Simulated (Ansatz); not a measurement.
WO3. Charge 0, multiplicity 5. Geometry PBE0-D4/def2-TZVP; atoms count from 1.

Cartesian coordinates in Å:
```
W -0.049 0.104 -0.041
O -0.739 1.532 -0.615
O 1.204 0.016 1.437
O -0.416 -1.651 -0.781
```

In the def2 sets W takes a core potential; there is no spin–orbit coupling. At PBE0-D4/def2-TZVP a singlet of charge 0 lies 4.77 eV below the quintet, each at its own geometry. The structure comes from a short search, and lower isomers may exist.

Question: Estimate the Mulliken populations from the PBE0/def2-TZVP orbitals of Ansatz.

Answer: 
| atom | charge (e) | spin (α − β) | d electrons |
| --- | --- | --- | --- |
| W1 | 1.14 | 1.94 | 3.88 |
| O2 | -0.45 | 0.02 | – |
| O3 | -0.35 | 1.02 | – |
| O4 | -0.35 | 1.02 | – |
Mulliken values and Mayer orders depend strongly on the basis.

Question: Where does the spin sit?

Answer: Summed by element: W 1.94, O 2.06, of 4 unpaired in all. Largest on single atoms: W1 1.94, O4 1.02, O3 1.02.

Question: And the Mayer bond orders between bonded heavy atoms (over 0.3)?

Answer: W1–O2 2.13 (1.69 Å); W1–O3 1.05 (1.94 Å); W1–O4 1.05 (1.94 Å).
